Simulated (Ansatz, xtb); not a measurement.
# Isomers of C6H3NOSe in order of energy

6 gas-phase structures of C6H3NOSe, from a drawn sample of its isomers (lower ones may exist). Each was relaxed with GFN2-xTB; where two conformers were screened, the lower at r2SCAN-D4/def2-SVP//GFN2-xTB is listed:

A. `N#Cc1cc(C=O)c[se]1`, a singlet
B. `N#Cc1ccc(C=O)[se]1`, a singlet
C. `N#Cc1c[se]c(C=O)c1`, a singlet
D. `N#Cc1cc[se]c1C=O`, a singlet
E. `N#Cc1c[se]cc1C=O`, a singlet
F. `N#Cc1[se]ccc1C=O`, a singlet

Task: Which do you expect lowest at r2SCAN-D4/def2-SVP//GFN2-xTB, and how would the others follow?

Result: Calculated order at r2SCAN-D4/def2-SVP//GFN2-xTB: B (0.0), C (3.1), D (3.2), F (7.8), A (10.6), E (15.0) kJ/mol. Less than 1 kcal/mol parts B and C; C and D; F and A, so the order within those pairs means little.

Energies above the lowest of each column, in kJ/mol; the last columns are at r2SCAN-D4/def2-SVP geometries:

```tsv
structure	GFN2-xTB	HF/STO-3G	r2SCAN-D4/def2-SVP//GFN2-xTB	r2SCAN-D4/def2-SVP	CCSD(T)/def2-SVP + ΔMP2/def2-TZVPP
B	0.3	8.9	0.0	0.0	2.2
C	1.7	5.7	3.1	3.1	0.0
D	0.0	7.0	3.2	3.5	1.9
F	9.6	0.7	7.8	8.8	8.0
A	9.9	0.0	10.6	11.5	9.4
E	9.6	0.0	15.0	15.5	8.8
```

CCSD(T)/def2-SVP + ΔMP2/def2-TZVPP puts C lowest, with B and D within 1 kcal/mol; HF/STO-3G picks A. CCSD(T)/def2-SVP + ΔMP2/def2-TZVPP orders those it was run on as C (0.0), D (1.9), B (2.2), F (8.0), E (8.8), A (9.4) kJ/mol. Less than 1 kcal/mol parts C and D; D and B; F and E; E and A, so the order within those pairs means little. Flexible structures stand in one conformer each, not always the lowest. ΔMP2 is the change of the MP2 energy from the smaller to the larger basis.

Over these structures GFN2-xTB departs from r2SCAN-D4/def2-SVP//GFN2-xTB by 1.9 kJ/mol on average once a common shift is removed. A GFN2-xTB relaxation took about 0.091 s and the r2SCAN-D4/def2-SVP//GFN2-xTB energy about 4.5 s on a shared host (Ansatz 0.2.0, xtb 6.7.1).
